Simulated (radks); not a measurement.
Ru I, configuration [Kr] 4d6 5s1.5 5p0.5 (fractional occupations, a model configuration). Method: Dirac Kohn-Sham, PBE, spin-unpolarised, spherical densities, point nucleus; open shells fill j = l - 1/2 first; computed with a radial shooting solver on a logarithmic mesh with Libxc functionals.

Normalised radial functions P(r) = r R(r) (large component), r in bohr:

```
   r/bohr * 4p1/2, o 4d5/2, + 5p1/2 (the largest magnitude, 1.08, reaches the edge; | marks zero, & curves that meet)
 0.002103                             &
  0.00285                             &
 0.003863                             &
 0.005235                             &
 0.007038                             &*
 0.009539                             &*
  0.01293                             & *
  0.01752                             o+*
  0.02374                             o+  *
  0.03218                             o+   *
  0.04361                             |o+    *
  0.05911                             |o+      *
  0.08011                             | +o     *
   0.1086                             |+   o *
    0.146                             &      o
   0.1978                     *     + |         o
   0.2681               *          +  |         o
   0.3634                 *         + |      o
   0.4924                             o&
   0.6674                   o         |   +             *
   0.9045           o                 |    +                     *
    1.226        o                    | +                     *
    1.661           o             +   |             *
    2.252                 o  +        |    *
    3.051                 +    o      |*
    4.103                 +        o  *
     5.56                    +       o*
    7.535                        +    &
    10.21                           + &
    13.84                            +&
```

4p1/2: eigenvalue -52.593 eV, 2 radial nodes at r = 0.148, 0.480 bohr, <r> = 1.10 bohr, 90 % of the charge inside 1.63 bohr. 4d5/2: eigenvalue -8.193 eV, 1 radial node at r = 0.485 bohr, <r> = 1.61 bohr, 90 % of the charge inside 2.60 bohr. 5p1/2: eigenvalue -1.829 eV, 3 radial nodes at r = 0.147, 0.468, 1.36 bohr, <r> = 4.48 bohr, 90 % of the charge inside 7.03 bohr.
